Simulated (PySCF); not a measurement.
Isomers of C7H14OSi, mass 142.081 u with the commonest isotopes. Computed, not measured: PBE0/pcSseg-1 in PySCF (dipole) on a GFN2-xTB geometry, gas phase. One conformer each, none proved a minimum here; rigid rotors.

Task: Order these by rotational constant C, smallest first.
A. `[CH3:1][CH2:2][C@@:3]1([SiH3:4])[CH2:5][C@H:6]1[C:7]([CH3:8])=[O:9]` with C1–C2–C3–Si4 61°, C5–C6–C7–C8 -163°
B. `[CH2:1]=[CH:2][CH2:3]/[C:4](=[CH:5]/[CH2:6][CH3:7])[O:8][SiH3:9]` with C1–C2–C3–C4 118°, C2–C3–C4–C5 99°, C4–C5–C6–C7 108°, C3–C4–O8–Si9 22°
C. `[CH2:1]=[C:2]([CH2:3][SiH3:4])[C:5](=[CH2:6])[CH2:7][O:8][CH3:9]` with C1–C2–C3–Si4 83°, C1–C2–C5–C6 -154°, C2–C5–C7–O8 156°, C5–C7–O8–C9 -75°

Result: C (586.4 MHz), B (676.4 MHz), A (867.8 MHz).

Task: Order these by rotational constant A, smallest first.
A. `[CH3:1][CH2:2][C@@:3]1([SiH3:4])[CH2:5][C@H:6]1[C:7]([CH3:8])=[O:9]` with C1–C2–C3–Si4 61°, C5–C6–C7–C8 -163°
B. `[CH2:1]=[CH:2][CH2:3]/[C:4](=[CH:5]/[CH2:6][CH3:7])[O:8][SiH3:9]` with C1–C2–C3–C4 118°, C2–C3–C4–C5 99°, C4–C5–C6–C7 108°, C3–C4–O8–Si9 22°
C. `[CH2:1]=[C:2]([CH2:3][SiH3:4])[C:5](=[CH2:6])[CH2:7][O:8][CH3:9]` with C1–C2–C3–Si4 83°, C1–C2–C5–C6 -154°, C2–C5–C7–O8 156°, C5–C7–O8–C9 -75°

Result: B (1719 MHz), A (1921 MHz), C (2900 MHz).

Task: Order these by dipole moment, largest first.
A. `[CH2:1]=[C:2]([CH2:3][SiH3:4])[C:5](=[CH2:6])[CH2:7][O:8][CH3:9]` with C1–C2–C3–Si4 83°, C1–C2–C5–C6 -154°, C2–C5–C7–O8 156°, C5–C7–O8–C9 -75°
B. `[CH2:1]=[CH:2][CH2:3]/[C:4](=[CH:5]/[CH2:6][CH3:7])[O:8][SiH3:9]` with C1–C2–C3–C4 118°, C2–C3–C4–C5 99°, C4–C5–C6–C7 108°, C3–C4–O8–Si9 22°
C. `[CH3:1][CH2:2][C@@:3]1([SiH3:4])[CH2:5][C@H:6]1[C:7]([CH3:8])=[O:9]` with C1–C2–C3–Si4 61°, C5–C6–C7–C8 -163°

Result: C (2.18 D), A (1.41 D), B (0.98 D).

```
                       SMILES  point group  Ia (u·Å²)  Ib (u·Å²)  Ic (u·Å²)      κ  μa (D)  μb (D)  μc (D)
         C=CC/C(=C/CC)O[SiH3]           C1     293.94     581.72     747.12  -0.63    0.79    0.57    0.13
CC[C@@]1([SiH3])C[C@H]1C(C)=O           C1     263.15     522.89     582.35  -0.81    1.11    1.20    1.44
         C=C(C[SiH3])C(=C)COC           C1     174.26     783.17     861.82  -0.95    0.33    0.28    1.34
```
